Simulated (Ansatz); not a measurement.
This geometry of CH7GeNSe (11 atoms, charge 0, multiplicity 1) is a first-order saddle point.

Computed with Ansatz, RKS PBE-D4/def2-SVP.

```xyz
11
Properties=species:S:1:pos:R:3
N -1.291 0.789 -0.074
C 0.097 0.872 -0.405
Ge 1.265 -0.645 0.277
Se -0.213 -2.494 0.347
H -1.980 0.507 -0.763
H -1.615 0.915 0.881
H 0.214 0.873 -1.507
H 0.561 1.817 -0.041
H 1.830 -0.321 1.696
H 2.472 -0.943 -0.661
H -1.275 -1.428 0.272
```

**Question.** Which two structures does it join? (They come from a converged band through this point; their orientation in space is the band's.)

**Answer.** No bond is made or broken. The height of N1 over the plane of its neighbours goes from -0.36 to 0.39 Å.

First end point:

```xyz
11
Properties=species:S:1:pos:R:3
N -1.353 0.439 0.039
C -0.010 0.794 -0.405
Ge 1.324 -0.561 0.244
Se 0.048 -2.543 0.198
H -2.082 0.901 -0.518
H -1.510 0.693 1.022
H 0.028 0.741 -1.512
H 0.334 1.814 -0.112
H 1.819 -0.194 1.678
H 2.558 -0.608 -0.700
H -1.090 -1.531 0.087
```

Last end point:

```xyz
11
Properties=species:S:1:pos:R:3
N -1.233 1.157 -0.256
C 0.168 1.008 -0.614
Ge 1.063 -0.579 0.221
Se -0.400 -2.447 -0.139
H -1.735 0.278 -0.453
H -1.334 1.320 0.754
H 0.268 0.904 -1.715
H 0.736 1.920 -0.332
H 1.171 -0.401 1.764
H 2.448 -0.981 -0.370
H -1.087 -2.236 1.160
```

**Question.** How far does it lie above each of them?

**Answer.** 16.7 kJ/mol above the first and 13.3 kJ/mol above the second. This is the barrier of this one path; another mechanism may lie lower.

The run took 4.9 min on 2 threads of Intel(R) Xeon(R) Platinum 8375C CPU @ 2.90GHz (Ice Lake), on a shared host, peak memory 0.21 GiB.
